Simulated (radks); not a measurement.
The numbers below are computed, except where a source is named.
Spherical quantum dot in the effective-mass picture: electrons in a parabolic well V = omega^2 r^2 / 2 with omega = 0.108, with a point charge +1 (a donor) at the centre, all in effective atomic units (hartree* = m*/eps^2 hartree, bohr* = eps/m* bohr), one dielectric constant everywhere. Level of theory: non-relativistic Kohn-Sham, LDA (Slater exchange, Perdew-Wang correlation), spin-polarised, spherical densities (a radial shooting solver with Libxc functionals). Levels are named by radial order and angular momentum (1s, 1p, 1d, 2s, ...), and open shells are averaged over m.

N = 12, configuration 1s2 1p6 1d(up 2, down 0) 2s2. This is the lowest configuration that the search found. Occupied and some empty levels:

level    occupation  eigenvalue (hartree*)  <r> (bohr*)
1s up             1                 1.5234        3.977
1s down           1                 1.5261        3.661
1p up             3                 1.5765        7.516
2s up             1                 1.5843        6.055
1p down           3                 1.5846        7.498
2s down           1                 1.5899        6.326
1d up             2                 1.6169        8.148
1d down           0                 1.6253        8.163
1f up             0                 1.6664        8.679
1f down           0                 1.6745        8.711
2p up             0                 1.7088        7.388
2p down           0                 1.7136        7.388
1g up             0                 1.7232        9.158
1g down           0                 1.7310        9.200

Energy (hartree*): total 9.89669, kinetic 1.1867, external 0.86322, Hartree 9.5592, exchange-correlation -1.7124.
